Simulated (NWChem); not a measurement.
A series in which one site is exchanged, each optimised at PBE0/def2-SVP with NWChem, gas phase unless a solvent is named. For some, no frequency run checked for a minimum. def2 effective core potentials on Hf; no spin-orbit coupling.

A: ClC(Cl)(F)Cl (CCl3F; site = C)
B: Cl[Si](Cl)(F)Cl (SiCl3F; site = Si)
C: [F][Ge]([Cl])([Cl])[Cl] (GeCl₃F; site = Ge)
D: [F][Hf]([Cl])([Cl])[Cl] (HfCl3F; site = Hf)

Values for A:

```
Item                                                Result
--------------------------------------------------  ------
dipole (D), PBE0/def2-SVP                             0.30
orbital gap (eV), PBE0/def2-SVP                       8.38
static polarisability, PBE/def2-SVPD (bohr³)          58.9
lowest singlet excitation, PBE/def2-SVPD, TDA (eV)    5.57
```

Question: How do these values change for the other members?

Answer: 
```
change from A                                           B      C      D
--------------------------------------------------  -----  -----  -----
dipole (D), PBE0/def2-SVP                           +0.28  +0.60  -0.23
orbital gap (eV), PBE0/def2-SVP                     +1.02  -0.70  -0.64
static polarisability, PBE/def2-SVPD (bohr³)         +6.8  +13.0  +24.5
lowest singlet excitation, PBE/def2-SVPD, TDA (eV)  +1.11  -0.37  -0.02
```
